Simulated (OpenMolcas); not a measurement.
## Ag2+: moving the ligands

Ag2+ with 6 ligands (sulfide) in octahedral coordination (Oh) at 2.72 Å. A charge of +1.67 e stands 2.6 Å behind each ligand. Ligand basis ANO-RCC-VDZP.

```yaml
Program: OpenMolcas 26.06
Method: "SS-CASPT2, IPEA 0.25 Eh, imaginary shift 0.1 Eh (closed shells correlated: 4s 4p and the ligand valence shells)"
Basis: ANO-RCC-VDZP [6s5p3d1f]
Scalar_Hamiltonian: DKH2, point nucleus
Active_space: 9 electrons in 5 orbitals (4d)
State_averaging: 2S+1 = 2 even, 5 roots
Spin-orbit_coupling: RASSI with atomic mean-field integrals over the reference wave functions
```

Runs around this geometry, states (labels of O, the rotations of Oh). Energies in cm-1 above the lowest state or level, χT in cm3 K/mol; 10Dq is the gap between the two states.

| R (Å) | Ground state | First state of that spin | 10Dq | First gap with spin-orbit (degeneracies) | χT at 300 K |
| --- | --- | --- | --- | --- | --- |
| 2.53 | 2E | 2T2 5880 | 5881 | 4780 (4, 2) | 0.638 |
| 2.72 | 2E | 2T2 4600 | 4600 | 3570 (4, 2) | 0.757 |
| 2.81 | 2E | 2T2 3910 | 3913 | 2960 (4, 2) | 0.815 |

Taking |10Dq| as R^-n, n = -ln(3913 / 5881) / ln(2.81 / 2.53) = 3.9 between the shortest and longest distance. The point-charge formula for a cubic d site gives n = 5.

Roots that are degenerate in the reference are averaged as groups; the widest CASPT2 spread within a group is 290 cm-1 (the 3-fold group of multiplicity 2 near 5880 cm-1 above the lowest state of its run, R = 2.53). Shifts and gaps below about the spread of the groups concerned are not significant. Over all roots computed the reference weight is 0.63 in R = 2.53, 0.64 in R = 2.72, 0.64 in R = 2.81; a low but even weight reflects the number of correlated electrons. An orbital doublet at a regular site is open to a Jahn-Teller distortion, which this geometry leaves out. The sulfide ions are held by bare point charges, a crude embedding. Ligand-to-metal charge-transfer states are missing. With one d shell and no ligand orbital active, 10Dq can be off by a tenth or more. The least metal-like active orbital is 75 % on the metal (Löwdin) and no ligand orbital is active, so the numbers are rough (holds for R = 2.53). The least metal-like active orbital is 84 % on the metal (Löwdin) and no ligand orbital is active, so the numbers are rough (holds for R = 2.72). No measured value stands beside these numbers; the geometry was imposed, not optimised, and the real ion may take another.
